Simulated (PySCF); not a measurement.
C5H8GaN.
Z-matrix (Å and degrees, PBE0-D3(BJ)/def2-SVP geometry), rows numbered from 1:
```
Ga
N   1  2.1258
C   2  1.3358  1  120.25
C   3  1.3901  2  122.06  1  -178.00
C   4  1.3929  3  118.67  2    -0.11
C   5  1.3929  4  118.95  3    -0.04
C   2  1.3362  1  120.14  3  -178.27
H   1  1.5849  2   98.38  3  -149.93
H   1  1.5851  2   98.23  3   -29.04
H   1  1.5842  2  100.00  3    90.49
H   3  1.0934  2  115.99  1     2.30
H   4  1.0912  3  119.87  2  -179.99
H   5  1.0926  4  120.53  3  -179.90
H   6  1.0912  5  121.44  4  -179.78
H   7  1.0935  2  116.00  1    -2.35
```

Level of theory: core-valence-separated Tamm–Dancoff BHandHLYP/aug-pcX-1 (pcseg-1 on H, def2-SVPD on Ga) in PySCF, non-relativistic, gas phase, PBE0-D3(BJ)/def2-SVP geometry. The energies are unshifted.

**Question.** What does the N 1s absorption edge look like?

**Answer.** 
```json
{"E (eV)": "397.20", "f": "0.0553", "core hole on": "N2", "main final orbital": "LUMO (85 %)", "polarisation": "normal to the local trigonal plane"}
{"E (eV)": "400.24", "f": "0.0000", "core hole on": "N2", "main final orbital": "LUMO+1 (98 %)", "polarisation": "–"}
{"E (eV)": "402.43", "f": "0.0025", "core hole on": "N2", "main final orbital": "LUMO+2 (43 %)", "polarisation": "in the local trigonal plane"}
{"E (eV)": "403.02", "f": "0.0097", "core hole on": "N2", "main final orbital": "LUMO+2 (40 %)", "polarisation": "in the local trigonal plane"}
{"E (eV)": "403.26", "f": "0.0001", "core hole on": "N2", "main final orbital": "LUMO+3 (91 %)", "polarisation": "–"}
{"E (eV)": "403.39", "f": "0.0004", "core hole on": "N2", "main final orbital": "LUMO+4 (48 %)", "polarisation": "–"}
{"E (eV)": "403.43", "f": "0.0003", "core hole on": "N2", "main final orbital": "spread", "polarisation": "–"}
```

The first line with a tenth or more of the strongest one's intensity is at 397.20 eV (f = 0.055), with the hole on N2 (nitrogen bonded to 2 C and Ga), polarised normal to the local trigonal plane: a 1s→π* resonance. It is also the strongest listed.

**Question.** Give energies, oscillator strengths and core holes at the C K edge.

**Answer.** 
```tsv
E (eV)	f	core hole on	main final orbital	polarisation
282.63	0.0589	C5	LUMO (84 %)	normal to the local trigonal plane
283.06	0.1098	C4/C6	LUMO+1 (2 roots, f summed)	–
283.26	0.1502	C3/C7	LUMO+1 (2 roots, f summed)	–
284.61	0.0018	C4/C6	LUMO (2 roots, f summed)	–
285.64	0.0000	C5	LUMO+1 (98 %)	–
285.86	0.0029	C3/C7	LUMO (2 roots, f summed)	–
286.35	0.0343	C4/C6	LUMO+2 (2 roots, f summed)	–
286.61	0.0199	C5	LUMO+2 (74 %)	in the local trigonal plane
287.67	0.0366	C3/C7	LUMO+2 (2 roots, f summed)	–
287.78	0.0047	C4/C6	LUMO+2 (2 roots, f summed)	–
288.09	0.0034	C4/C6	LUMO+4 (2 roots, f summed)	–
288.13	0.0097	C4/C6	LUMO+5 (2 roots, f summed)	–
288.20	0.0000	C5	LUMO+3 (89 %)	–
```

The first line with a tenth or more of the strongest one's intensity is at 282.63 eV (f = 0.059), with the hole on C5 (aromatic CH carbon), polarised normal to the local trigonal plane: a 1s→π* resonance. The strongest listed is at 283.26 eV (f = 0.150, sum of 2; C3/C7).

Roots within 0.03 eV whose holes lie on the same, on equivalent or on shared atoms are summed into one line, and the highest roots are left out, as the search may have cut off their partners. Final orbitals are the ground state's empty Kohn–Sham orbitals. A dash: too weak, shared between unlike atoms, or no plane or axis to refer to.

**Question.** What length of transition dipole belongs to the line at 397.20 eV?

**Answer.** From f = (2/3) ΔE |μ|² in atomic units, with ΔE = 14.597 Eh and f = 0.0553: |μ| = 0.075 au = 0.19 D.

The ionisation thresholds weren't computed; near and above them a finite basis only mimics Rydberg series and continuum. Relativistic effects, spin–orbit coupling among them, are left out although an element past zinc is present.
